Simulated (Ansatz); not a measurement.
GaH3 (SMILES [GaH3]), charge 0, multiplicity 1, relaxed at each level with Ansatz (a quantum-chemistry and plane-wave program); harmonic frequencies from differences of analytic forces, average atomic masses, frozen cores.

```csv
level,Ga1–H2 (Å),Ga1–H3 (Å),Ga1–H4 (Å),H2–Ga1–H3 (°),H2–Ga1–H4 (°),H3–Ga1–H4 (°),dipole (D)
HF/def2-TZVPP,1.5754,1.5754,1.5754,120.0,120.0,120.0,0.00
PBE/def2-TZVPP,1.5749,1.5749,1.5749,120.0,120.0,120.0,0.00
r2SCAN/def2-TZVPP,1.5590,1.5590,1.5590,120.0,120.0,120.0,0.00
B3LYP/def2-TZVPP,1.5677,1.5677,1.5677,120.0,120.0,120.0,0.00
PBE0/def2-TZVPP,1.5668,1.5668,1.5668,120.0,120.0,120.0,0.00
wB97X-V/def2-TZVPP,1.5624,1.5624,1.5624,120.0,120.0,120.0,0.00
MP2/cc-pVTZ,1.5778,1.5778,1.5778,120.0,120.0,120.0,0.00
CCSD(T)/cc-pVDZ,1.5848,1.5848,1.5848,120.0,120.0,120.0,0.00
CCSD(T)/cc-pVTZ,1.5862,1.5862,1.5862,120.0,120.0,120.0,0.00
```
